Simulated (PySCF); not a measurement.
A species of formula C5H4O3 has this rotational fingerprint, computed with PySCF 2.14.0, CAM-B3LYP/def2-SV(P) geometry optimisation, gas phase:

* Rotational constants: A = 4126, B = 1515, C = 1116 MHz
* Dipole components: |μa| = 5.70 D, |μb| = 2.72 D, |μc| = 0.00 D
* Inertial defect: -3.28 u·Å²
* κ: -0.74

Problem. Which structure is it? (One computed conformer of each.)
A. `[CH3:1][O:2][c:3]1[cH:4][c:5](=[O:6])[c:7]1=[O:8]` with C1–O2–C3–C4 0°
B. `[O:1]=[CH:2][C:3]1=[CH:4][CH2:5][C:6](=[O:7])[O:8]1` with O1–C2–C3–C4 -1°

Solution. A. It is COc1cc(=O)c1=O, an asymmetric top, point group Cs. The candidates at the same level (rigid rotor, commonest isotopes):

```
         SMILES  A (MHz)  B (MHz)  C (MHz)  μa (D)  μb (D)  μc (D)  Δ (u·Å²)  point group                        rotor
 COc1cc(=O)c1=O     4126     1515     1116    5.70    2.72    0.00     -3.28           Cs               asymmetric top
O=CC1=CCC(=O)O1     6274     1353     1121    0.02    2.20    0.00     -3.16           Cs  near-prolate asymmetric top
```

`O=CC1=CCC(=O)O1` has A 52 % too high. In the right answer the mirror of this Cs structure is the ab plane, so μc vanishes by symmetry. No structure here is proved a minimum.
